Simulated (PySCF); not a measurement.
H3NSi (SMILES N[SiH]), singlet, at a GFN2-xTB geometry. Base run: CCSD(T)/aug-cc-pVDZ run with PySCF.

Input for PySCF:
```python
from pyscf import gto, scf, cc

mol = gto.M(
    atom='''
Si   -0.25545520    0.38837916    0.50410811
H    -0.60209363    1.47144592   -0.46443587
N     0.41416313   -0.68604256   -0.64975825
H     0.49147272   -0.52045741   -1.64375077
H     0.78785188   -1.58599880   -0.40101920
''',
    basis='aug-cc-pvdz',
    verbose=4,
    max_memory=1800,
)

mf = scf.RHF(mol)
mf.kernel()

mycc = cc.CCSD(mf, frozen=6)
mycc.kernel()
et = mycc.ccsd_t()
print('E(CCSD(T)) = %.10f' % (mycc.e_tot + et))
```

Each row names what was changed in the base input (with any setting that the change needs).

```json
[
 {"change": "base", "ΔE vs base (kcal/mol)": "0.000", "MP2 correlation (Eh)": "-0.27611", "CC correlation without the perturbative part (Eh)": "-0.30511", "basis functions": "77"},
 {"change": "method = ccsd", "ΔE vs base (kcal/mol)": "(withheld)", "MP2 correlation (Eh)": "-0.27611", "CC correlation without the perturbative part (Eh)": "-0.30511", "basis functions": "77"},
 {"change": "method = mp2", "ΔE vs base (kcal/mol)": "24.53", "MP2 correlation (Eh)": "-0.27611", "CC correlation without the perturbative part (Eh)": "-", "basis functions": "77"},
 {"change": "method = cisd", "ΔE vs base (kcal/mol)": "23.68", "MP2 correlation (Eh)": "-", "CC correlation without the perturbative part (Eh)": "-", "basis functions": "77"}
]
```

Question: What belongs in the gaps?

Answer: 
- method = ccsd, ΔE vs base (kcal/mol): 6.34
